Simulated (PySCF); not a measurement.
C₆ coefficients of unlike pairs at UHF

Calculated with PySCF 2.14 from the dipole response of each species, C₆(A,B) = (3/π) ∫ α_A(iu) α_B(iu) du, in atomic units, from isotropic polarisabilities. For ions this is the dispersion term alone; charge-induced terms of lower order in 1/R come first.

| species | configuration | basis | relativity | α (bohr³) | C₆ (like pair) |
| --- | --- | --- | --- | --- | --- |
| Ta²⁺ | [Xe] 4f14 5d3 (4F) | def2-QZVPPD with the def2 core potential (60 electrons) (7s6p4d3f2g) | core potential | 13.27 | 73.98 |
| Mo⁺ | [Kr] 4d5 (6S) | aug-cc-pwCVDZ-PP with ECP28MDF (6s6p5d3f) | core potential | 17.56 | 111.8 |
| Sn³⁺ | [Kr] 4d10 5s1 (2S) | x2c-QZVPPall with one added diffuse shell each of s, p, d, f type (14s10p8d5f1g) | spin-free X2C | 11.26 | 44.66 |
| O | [He] 2s2 2p4 (3P) | aug-cc-pwCVQZ (9s8p6d4f2g) | none | 4.745 | 13.85 |

Estimate C₆ for Mo⁺ with Ta²⁺.

The integral gives 90.78. The combination rule 2 C_A C_B / (C_A α_B/α_A + C_B α_A/α_B) gives 90.68 and the geometric mean 90.93.

No spin-orbit coupling is included.

The other pairs:

| pair | C₆ |
| --- | --- |
| Sn³⁺, Mo⁺ | 70.24 |
| O, Mo⁺ | 38.79 |
| Sn³⁺, Ta²⁺ | 57.14 |
| O, Sn³⁺ | 24.37 |
| O, Ta²⁺ | 31.79 |
